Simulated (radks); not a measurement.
All-electron atom: Sr35+ in [He] 2s1.

Calculated with a radial shooting solver on a logarithmic mesh with Libxc functionals: Dirac Kohn-Sham, PBE, spin-unpolarised, spherical densities, point nucleus.

Energy parts (eV):
| part | energy |
|---|---|
| total | -44016.363 |
| kinetic | 45841.266 |
| electron-nucleus | -90944.170 |
| Hartree | 1828.857 |
| exchange-correlation | -742.316 |

Orbitals (lengths in bohr, moments of r in powers of bohr):
| orbital | occ. | eigenvalue (eV) | <r^4> | <r^2> | <r> | small-component weight |
|---|---|---|---|---|---|---|
| 1s1/2 | 2 | -18922.74 | 0.00001062 | 0.002037 | 0.03891 | 1.92e-02 |
| 2s1/2 | 1 | -4544.077 | 0.001449 | 0.02957 | 0.1588 | 4.57e-03 |
| 2p1/2 | 0 | -4470.029 | 0.0008807 | 0.02149 | 0.1333 | 4.52e-03 |
| 2p3/2 | 0 | -4384.032 | 0.0009555 | 0.02252 | 0.1368 | 4.42e-03 |
| 3s1/2 | 0 | -1969.672 | 0.03264 | 0.1505 | 0.3636 | 1.98e-03 |

The highest occupied level is 2s1/2 at -4544.1 eV. Summed over all electrons, <r^2> = 0.03364 bohr^2, which gives a Langevin (diamagnetic) susceptibility term of -0.0266 x 10^-6 cm^3/mol.
